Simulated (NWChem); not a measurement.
Molecule: tetramethylsilane (C4H12Si); SMILES C[Si](C)(C)C

```xyz
17

C     -0.9989    -1.0690    -1.2069
Si    -0.0003     0.0002    -0.0002
C     -1.1797     0.8390     1.2254
C      1.2242    -1.0936     0.9492
C      0.9529     1.3238    -0.9678
H     -1.5644    -1.8464    -0.6782
H     -0.3460    -1.5713    -1.9314
H     -1.7187    -0.4662    -1.7743
H     -0.6342     1.4677     1.9401
H     -1.7477     0.0994     1.8031
H     -1.9041     1.4803     0.7082
H      0.7045    -1.8727     1.5206
H      1.9237    -1.5950     0.2689
H      1.8190    -0.5056     1.6591
H      1.6454     0.8718    -1.6887
H      0.2724     1.9761    -1.5289
H      1.5434     1.9613    -0.2983
```
Atoms are numbered in this order, from 1.

Results from NWChem. The geometry was optimised at B3LYP/6-31G* (spherical d). Not confirmed as a minimum by frequencies. GIAO values for the isolated, static molecule; σ is the absolute isotropic shielding.

**Question.** Order these runs by computing time, cheapest first, and give rough ratios: Hartree-Fock/STO-3G; PBE0/6-31G*; B3LYP/IGLO-III.

**Answer.** Hartree-Fock/STO-3G (1), PBE0/6-31G* (9), B3LYP/IGLO-III (200). Ratios are rough, from one shared machine; the cheapest took very roughly 21 core-seconds. What differs between the cheapest and the dearest: σ C1 (ppm) 245.3 → 179.8; σ Si2 (ppm) 569.9 → 329.3; σ H6 (ppm) 33.24 → 31.67.
